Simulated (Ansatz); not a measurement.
Consider the ligand exchange at the Si–N bond: `CC(=O)N[SiH2]Cl` + CH₃OH → `CO[SiH2]Cl` + `CC(N)=O`.

Gas-phase electronic energies from Ansatz, PBE0-D4/def2-TZVP geometries. CBS: MP2 limit from def2 TZ/QZ plus the TZ coupled-cluster correction, frozen cores. This one scheme is used for every species. Functionals use def2-TZVPP. Each species was taken in one conformer, which may not be the lowest.

| level | ΔE (eV) |
| --- | --- |
| PBE-D4 | -0.42 |
| PBE0-D4 | -0.42 |
| PBE0 | -0.44 |
| HF/def2-TZVPP | -0.57 |
| SCS-MP2/def2-TZVPP | -0.45 |
| CCSD(T)/def2-TZVPP | -0.42 |
| SCS-MP2/def2-QZVPP | -0.45 |
| CCSD/CBS(def2) | -0.44 |

Q: What does CCSD(T)/CBS give? (An estimate is asked.)

A: Ansatz gave: -0.42 eV. The listed levels differ from it by 0.00, 0.00, -0.02, -0.15, -0.03, 0.00, -0.03, -0.02 eV.

Largest T1 diagnostic among the species: 0.014.

In def2-TZVPP, CCSD(T) changes the Hartree–Fock value by +0.15 eV (the triples alone add +0.02 eV) and MP2 by +0.14 eV. The D4 term adds +0.04 eV with B3LYP and +0.02 eV with PBE0; it sums over pairs of atoms, weighted by their polarisabilities, and B3LYP, whose exchange is more repulsive, gets the larger term.

B3LYP here is the variant with VWN-RPA as its local correlation; programs differ in this.
